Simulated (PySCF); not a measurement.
A small calculation by hand: oscillator strength and radiative lifetime

C₄H₉FSi, SMILES C[C@H]1C[C@@]1(F)[SiH3].

Geometry: B3LYP-D3(BJ)/def2-SVP. The structure was generated by enumeration; whether it is a known compound was not checked.

TDDFT-PBE/def2-SVPD run with PySCF puts the first singlet state with f over 0.02 at 7.14 eV (vertical), with the transition dipole (0.493, 0.251, 0.226) in atomic units.

Task: Find the oscillator strength, the wavelength and the radiative lifetime that this transition would have in vacuum if emission retraced absorption.

Result: 
|μ|² = 0.3571 au, so |μ| = 1.52 D. ΔE = 7.14/27.211 = 0.2624 hartree. f = (2/3) ΔE |μ|² = 0.062 (the program prints 0.062).
λ = 1239.84/7.14 = 174 nm; ν = 57588 cm⁻¹.
Einstein's coefficient A = 0.6670 ν² f s⁻¹ (ν in cm⁻¹) = 1.4e8 s⁻¹, so τ = 1/A = 7.2 ns. This state is S7; the lower singlets have f = 0.009, 0.006, 0.008, 0.019, 0.009, 0.007. The figure is the radiative limit of this one transition; relaxation, internal conversion, crossing to triplets and a medium change what is measured.
